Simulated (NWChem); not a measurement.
System meant: C$_{2}$H$_{6}$FIn; SMILES [CH3][In]([CH3])[F]

NWChem input:

```
start job
memory heap 200 mb stack 900 mb global 1100 mb
geometry units angstroms noautoz
  In     0.000000     0.000000     0.016933
  F      0.000000     0.000000     2.021338
  C     -2.047415    -0.000751    -0.688127
  H     -2.225551    -0.883503    -1.332184
  H     -2.241103     0.916770    -1.276947
  H     -2.718670    -0.032487     0.189909
  C      2.047415     0.000751    -0.688127
  H      2.225551     0.883503    -1.332184
  H      2.241103    -0.916770    -1.276947
  H      2.718670     0.032487     0.189909
end
basis spherical
  In library def2-svp
  F library def2-svp
  C library def2-svp
  H library def2-svp
end
dft
  xc xpbe96 cpbe96
  iterations 150
  mulliken
end
task dft energy
```

End of the output:

```
             Grid Information
             ----------------
          Grid used for XC integration:  medium
          Radial quadrature: Mura-Knowles
          Angular quadrature: Lebedev.
          Tag              B.-S. Rad. Rad. Pts. Rad. Cut. Ang. Pts.
          ---              ---------- --------- --------- ---------
          In                  1.55      123           9.0       590
          F                   0.50       49          11.0       434
          C                   0.70       49          12.0       434
          H                   0.35       45          13.0       434
          Grid pruning is: on
          Number of quadrature shells:   356
          Spatial weights used:  Erf1

          Convergence Information
          -----------------------
          Convergence aids based upon iterative change in
          total energy or number of iterations.
          Levelshifting, if invoked, occurs when the
          HOMO/LUMO gap drops below (HL_TOL):  1.00D-02
          DIIS, if invoked, will attempt to extrapolate
          using up to (NFOCK): 10 stored Fock matrices.

                    Damping( 0%)  Levelshifting(0.5)       DIIS
                  --------------- ------------------- ---------------
          dE  on:    start            ASAP                start
          dE off:    2 iters        150 iters           150 iters

      Screening Tolerance Information
      -------------------------------
          Density screening/tol_rho:  1.00D-10
          AO Gaussian exp screening on grid/accAOfunc:  14
          CD Gaussian exp screening on grid/accCDfunc:  20
          XC Gaussian exp screening on grid/accXCfunc:  20
          Schwarz screening/accCoul:  1.00D-08

      Superposition of Atomic Density Guess
      -------------------------------------

      charge =      49.0 In (Indium)

      symmetry species            s     p     d     f
      number of basis functions =10     7     6
      number of cont. functions = 4     4     2
      number of closed shells   = 5     3     2
      number of open shells     = 0     1     0
      open shell occupation     = 0     1     0
 ------------------------------------------------------------------------
 atomscf:atomd: error in atom scf                   0
 ------------------------------------------------------------------------
 ------------------------------------------------------------------------
  current input line :
    26: task dft energy
 ------------------------------------------------------------------------
 ------------------------------------------------------------------------
 This error has not yet been assigned to a category
 ------------------------------------------------------------------------
 For more information see the NWChem manual at https://nwchemgit.github.io

0:atomscf:atomd: error in atom scf:Received an Error in Communication
```

Task: What is wrong, and how is it mended?

Result: The run crashed. Cause: the def2 basis of a heavy element holds valence functions alone and wants its effective core potential (without it all electrons must fit into that basis). This input runs:
```
start job
memory heap 200 mb stack 900 mb global 1100 mb
geometry units angstroms noautoz
  In     0.000000     0.000000     0.016933
  F      0.000000     0.000000     2.021338
  C     -2.047415    -0.000751    -0.688127
  H     -2.225551    -0.883503    -1.332184
  H     -2.241103     0.916770    -1.276947
  H     -2.718670    -0.032487     0.189909
  C      2.047415     0.000751    -0.688127
  H      2.225551     0.883503    -1.332184
  H      2.241103    -0.916770    -1.276947
  H      2.718670     0.032487     0.189909
end
basis spherical
  * library def2-svp
end
ecp
  In library def2-ecp
end
dft
  xc xpbe96 cpbe96
  iterations 150
  mulliken
end
task dft energy
```
It converges to -369.46557 Ha (PBE/def2-SVP with def2 effective core potentials on In).
